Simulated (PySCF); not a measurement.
hexane (C6H14), SMILES CCCCCC. Atoms are numbered in the order given.

```xyz
20

C      2.8728     0.8889    -0.3470
C      1.8508     0.0417     0.4093
C      0.4597     0.0556    -0.2273
C     -0.5665    -0.7899     0.5299
C     -1.9536    -0.8520    -0.1207
C     -2.6854     0.4898    -0.1809
H      2.9955     0.5342    -1.3840
H      2.5571     1.9445    -0.3966
H      3.8630     0.8593     0.1348
H      2.2092    -1.0017     0.4746
H      1.7740     0.3972     1.4528
H      0.1096     1.1007    -0.2970
H      0.5317    -0.3072    -1.2699
H     -0.6655    -0.4025     1.5613
H     -0.1732    -1.8172     0.6317
H     -1.8554    -1.2636    -1.1418
H     -2.5736    -1.5753     0.4368
H     -2.7912     0.9295     0.8254
H     -3.6968     0.3755    -0.6020
H     -2.1510     1.2224    -0.8063
```

Geometry optimised at B3LYP-D3(BJ)/def2-SVP. The values are those of a single conformer.

Calculation: M06-2X/def2-TZVP run with PySCF.

ESP charges are fitted to the potential on shells at 1.4 to 2.0 van der Waals radii. Atomic charges (e):

```tsv
atom	IAO	Löwdin	ESP fit	Mulliken
C1	(withheld)	-0.32	-0.49	-0.43
C2	-0.24	-0.30	0.12	-0.24
C3	-0.24	-0.28	0.07	-0.29
C4	-0.24	-0.28	-0.26	-0.27
C5	-0.24	-0.30	0.18	-0.24
C6	(withheld)	-0.32	-0.39	-0.45
H7	(withheld)	0.12	0.11	0.14
H8	(withheld)	0.12	0.11	0.14
H9	(withheld)	0.12	0.13	0.14
H10	(withheld)	0.14	0.01	0.13
H11	(withheld)	0.14	0.00	0.13
H12	0.12	0.14	0.02	0.14
H13	0.12	0.14	0.02	0.13
H14	0.12	0.14	0.07	0.14
H15	0.12	0.14	0.04	0.14
H16	(withheld)	0.14	-0.01	0.13
H17	(withheld)	0.14	0.00	0.13
H18	(withheld)	0.12	0.11	0.14
H19	(withheld)	0.12	0.09	0.14
H20	(withheld)	0.12	0.08	0.14
```

**Question.** Fill in the missing entries. (An estimate is asked for; the answer gives what the named calculation found.)

**Answer.** 
- C1, IAO: -0.41
- C6, IAO: -0.41
- H7, IAO: 0.13
- H8, IAO: 0.13
- H9, IAO: 0.14
- H10, IAO: 0.12
- H11, IAO: 0.12
- H16, IAO: 0.12
- H17, IAO: 0.13
- H18, IAO: 0.13
- H19, IAO: 0.14
- H20, IAO: 0.13

Computed Mayer and Wiberg (Löwdin basis) orders of the bonds:
| bond | Mayer | Wiberg |
|---|---|---|
| C1–C2 | 0.95 | 1.29 |
| C2–C3 | 0.95 | 1.22 |
| C3–C4 | 0.92 | 1.22 |
| C4–C5 | 0.94 | 1.23 |
| C5–C6 | 0.93 | 1.29 |
| C1–H7 | 0.97 | 0.91 |
| C1–H8 | 0.97 | 0.91 |
| C1–H9 | 0.98 | 0.91 |
| C2–H10 | 0.98 | 0.85 |
| C2–H11 | 0.97 | 0.85 |
| C3–H12 | 0.97 | 0.84 |
| C3–H13 | 0.97 | 0.84 |
| C4–H14 | 0.98 | 0.84 |
| C4–H15 | 0.98 | 0.84 |
| C5–H16 | 0.98 | 0.85 |
| C5–H17 | 0.98 | 0.85 |
| C6–H18 | 0.97 | 0.91 |
| C6–H19 | 0.98 | 0.91 |
| C6–H20 | 0.98 | 0.91 |
